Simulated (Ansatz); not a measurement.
Cartesian coordinates in Å:
```
N 1.362 -0.014 -1.258
Y -0.124 -0.677 0.112
N -1.210 0.852 1.117
Cl -0.562 -3.097 0.521
H 1.600 0.947 -1.477
H 1.975 -0.593 -1.822
H -1.091 1.853 1.007
H -1.949 0.728 1.800
```

Charge 0, multiplicity 1. Y takes the def2 core potential.

List the CAM-B3LYP/def2-TZVPP orbital energies in eV (Ansatz 0.2.0). (An estimate is asked.)

The calculation gave: Occupied: -2762.94, -390.27, -390.27, -257.72, -196.69, -196.68, -196.67, -53.09, -31.34, -31.31, -31.31, -23.94, -23.73, -22.70, -14.28, -14.14, -11.51, -11.06, -10.25, -9.84, -9.69, -8.63, -8.44. Lowest empty: -0.94, 0.74, 0.84, 0.92, 1.26, 1.32, 1.63, 1.95.
